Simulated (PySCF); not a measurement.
# Rubidium: highly charged ions in a basis for the neutral atom

Rb⁹⁺ [Ar] 3d10, Rb¹⁰⁺ [Ar] 3d9. All numbers are calculated (PySCF 2.14, the spin-free X2C one-electron Hamiltonian (Gaussian nucleus), in x2c-TZVPall (8s6p6d1f, 63 functions)). No spin-orbit coupling, so a gap to NIST mixes the basis error with missing relativistic terms.

Changed run: basis of the neutral atom used for a highly charged ion. This setting is unsound on purpose.

```json
{"species": "Rb⁹⁺", "method": "UHF", "sound run (hartree)": "not run", "changed run (hartree)": "-2955.31555", "converged": "yes"}
{"species": "Rb⁹⁺", "method": "PBE0", "sound run (hartree)": "not run", "changed run (hartree)": "-2956.48528", "converged": "yes"}
{"species": "Rb⁹⁺", "method": "LDA", "sound run (hartree)": "not run", "changed run (hartree)": "-2952.64630", "converged": "yes"}
{"species": "Rb¹⁰⁺", "method": "UHF", "sound run (hartree)": "not run", "changed run (hartree)": "-2945.15934", "converged": "yes"}
{"species": "Rb¹⁰⁺", "method": "PBE0", "sound run (hartree)": "not run", "changed run (hartree)": "-2946.27805", "converged": "yes"}
{"species": "Rb¹⁰⁺", "method": "LDA", "sound run (hartree)": "not run", "changed run (hartree)": "-2942.41776", "converged": "yes"}
```

Ionisation energy of Rb⁹⁺:

| method | changed run (eV) | NIST (eV) |
| --- | --- | --- |
| UHF | 276.36 | 277.12 ± 0.12 |
| PBE0 | 277.75 | 277.12 ± 0.12 |
| LDA | 278.33 | 277.12 ± 0.12 |

The contracted functions were made for the neutral atom and can be too rigid for a highly charged ion.
